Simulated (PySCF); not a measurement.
Pb: excitation energy

Pb [Xe] 4f14 5d10 6s2 6p2 (3P) → Pb [Xe] 4f14 5d10 6s2 6p1 7s1 (3P), as a difference of total energies. All numbers are calculated (PySCF 2.14, scalar relativity through the core potential, in aug-cc-pwCVTZ-PP with ECP60MDF). Correlated levels: valence: 5s2 5p6 5d10 frozen; valence and next inner shell: nothing frozen outside the core potential. The calculations carry no spin-orbit coupling.

```csv
method,excitation energy (eV)
UHF,3.771
LDA,3.854
PBE,3.728
PBE0,3.833
r2SCAN,3.996
TPSSh,3.831
wB97M-V,3.901
B97-3,3.781
r2SCANh,4.014
MP2 (valence),3.853
SCS-MP2 (valence),3.845
MP2 (valence and next inner shell),3.881
SCS-MP2 (valence and next inner shell),3.826
```

Q: How much does correlation contribute at MP2 (valence and next inner shell)?

A: 3.881 − (3.771) = 0.110 eV, measured against UHF.

Spin-orbit coupling is strong in these open shells (close to jj coupling). The scalar numbers leave it out and a first-order estimate fails, so it can dominate the gap to the real levels.

The promoted electron is Rydberg-like, and one or two diffuse shells describe it only roughly, which tends to raise the upper state.
